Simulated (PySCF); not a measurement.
**Diatomics of Br with the third period**

PBE0 with triple-zeta basis sets in PySCF, for the lowest determinant that a PBE0 search found; no spin–orbit coupling. De refers to high-spin ground-configuration atoms. A positive dipole means M(−)Br(+).

```csv
M,basis,state (unpaired electrons),Re (Å),ωe (cm⁻¹),De (eV),μ (D)
Na,def2-TZVPP,singlet (closed shell),2.507,297,3.71,-8.87
Mg,x2c-TZVPPall,doublet (σ ↑),2.364,365,2.87,-3.30
Al,def2-TZVPP,singlet (closed shell),2.318,371,4.61,-1.68
Si,def2-TZVPP,doublet (π ↑),2.231,423,3.93,-0.78
P,def2-TZVPPD,triplet (π ↑↑),2.173,443,3.07,-0.33
Cl,x2c-TZVPPall,singlet (closed shell),2.133,459,2.41,0.51
```

The shortest bond is that of BrCl (2.133 Å), the longest that of NaBr (2.507 Å). AlBr is bound most strongly (4.61 eV) and BrCl least (2.41 eV).

The rows differ in basis set, which adds steps of its own.

The state changes along the series, so neighbouring rows are not always alike in their bonding.

States were picked by a PBE0 search and need not be the measured ground states.
